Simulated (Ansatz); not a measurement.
All numbers were calculated with Ansatz.

Basis-set series for FH$_{5}$O$_{3}$Si$_{2}$, SMILES `O[SiH](O)O[SiH2]F`. Total charge 0; spin multiplicity 1. Geometry: relaxed with PBE0-D4/def2-TZVP. It is one conformer, not always the lowest.

Cartesian coordinates in Å:
```
O -1.222 -1.021 1.842
Si -0.988 0.030 0.620
O -1.639 -0.469 -0.797
O 0.595 0.200 0.297
Si 1.747 0.523 -0.795
F 2.948 1.241 -0.035
H -0.806 -1.883 1.794
H -1.578 1.296 1.086
H -2.581 -0.641 -0.823
H 2.275 -0.735 -1.362
H 1.250 1.458 -1.828
```

```json
{"functional": "PBE0-D4", "basis": "def2-SVP", "functions": "117", "energy (Eh)": "-906.73327", "HOMO (eV)": "-8.88", "LUMO (eV)": "1.14"}
{"functional": "PBE0-D4", "basis": "def2-QZVPP", "functions": "518", "energy (Eh)": "-907.41763", "HOMO (eV)": "-9.06", "LUMO (eV)": "0.11"}
{"functional": "ωB97M-V", "basis": "def2-SVP", "functions": "117", "energy (Eh)": "-907.17693", "HOMO (eV)": "-11.14", "LUMO (eV)": "2.84"}
{"functional": "ωB97M-V", "basis": "def2-QZVPP", "functions": "518", "energy (Eh)": "-907.86660", "HOMO (eV)": "-11.36", "LUMO (eV)": "1.30"}
```

Problem. Give the rows for def2-TZVPP. (Best estimate.)

Solution. The calculation gave: 
| functional | basis | functions | energy (Eh) | HOMO (eV) | LUMO (eV) |
| --- | --- | --- | --- | --- | --- |
| PBE0-D4 | def2-TZVPP | 278 | -907.37702 | -9.03 | 0.47 |
| ωB97M-V | def2-TZVPP | 278 | -907.82886 | -11.32 | 1.92 |

Positive LUMOs are unbound and depend on the basis.
